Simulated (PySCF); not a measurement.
CH5FN2Si2, SMILES F[Si@@H]1C=N[SiH2]N1. The structure is a stationary point at PBE-D3(BJ)/def2-SVP. The structure was generated by enumeration; whether it is a known compound was not checked.

These are PBE-D3(BJ)/def2-SVP in PySCF 2.14.0 values and carry that method's errors.

Harmonic wavenumbers (cm⁻¹): 103, 175, 264, 344, 374, 436, 457, 588, 633, 664, 680, 700, 767, 812, 838, 847, 889, 909, 957, 1048, 1286, 1602, 2174, 2176, 2187, 2937, 3558. Rotational constants (GHz): 4.477, 1.835, 1.484; symmetry number 1.

Task: Work out the zero-point energy and the ideal-gas rigid-rotor harmonic-oscillator thermochemistry at 298.15 K and 1 atm.

Result: ZPE = ½ Σ hcν = ½ × 28405 cm⁻¹ = 169.90 kJ/mol. H − E(el) = 190.84 kJ/mol. Entropy in J/(mol K): translation 168.48, rotation 115.76, vibration 60.35, total 344.60. G − E(el) = 88.10 kJ/mol. Cp = 119.08 J/(mol K). Modes under 150 cm⁻¹ make the vibrational entropy uncertain.
